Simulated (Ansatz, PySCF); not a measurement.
Gas-phase reaction (SMILES): C[Si](C)(C)O + N (NH3) -> C[Si](C)(C)N + O (H2O); ammonia cleaves one Si-O bond, a model of a ligand-exchange step.

Geometries: B3LYP-D3(BJ)/def2-TZVP minima from Ansatz (an electronic-structure program), one conformer each, not searched for the lowest. Correlated levels leave the core frozen unless marked. No spin-orbit coupling. No relativistic terms. Basis-set limits of correlation are two-point, X^-3; Hartree-Fock from the larger set. Thermal terms are rigid-rotor harmonic-oscillator values from B3LYP-D3(BJ) frequencies (Ansatz or PySCF) at 298.15 K and 1 atm. 1 Eh = 627.5095 kcal/mol.

```tsv
species	E, CCSD(T)/CBS(cc-pV(T+d)Z,cc-pV(Q+d)Z) (Ansatz) (Eh)	E, r2SCAN-D4/def2-TZVPD (Ansatz + dftd4) (Eh)	H - E (Eh)
C[Si](C)(C)O	-484.51204	-485.09673	0.13401
N (NH3)	-56.50369	-56.54744	0.03799
C[Si](C)(C)N	-464.62283	-465.20175	0.14628
O (H2O)	-76.37426	-76.42298	0.02495
```

Task: Work out ΔE and ΔH at 298.15 K at the first level, then ΔH at the second.

Result: 
1. ΔE = [(-464.62283) + (-76.37426)] - [(-484.51204) + (-56.50369)] = 0.01864 Eh = 11.7 kcal/mol at CCSD(T)/CBS(cc-pV(T+d)Z,cc-pV(Q+d)Z).
2. The terms H - E add up to -0.00077 Eh, so ΔH = (0.01864 + (-0.00077))×627.5095 = 11.2 kcal/mol.
3. At r2SCAN-D4/def2-TZVPD the same steps give ΔE = 12.2 and ΔH = 11.7 kcal/mol, a shift of +0.5 from the first level.
4. These values are not checked against measurement here, since the tables used lack a sound gas-phase enthalpy of formation for at least one species.
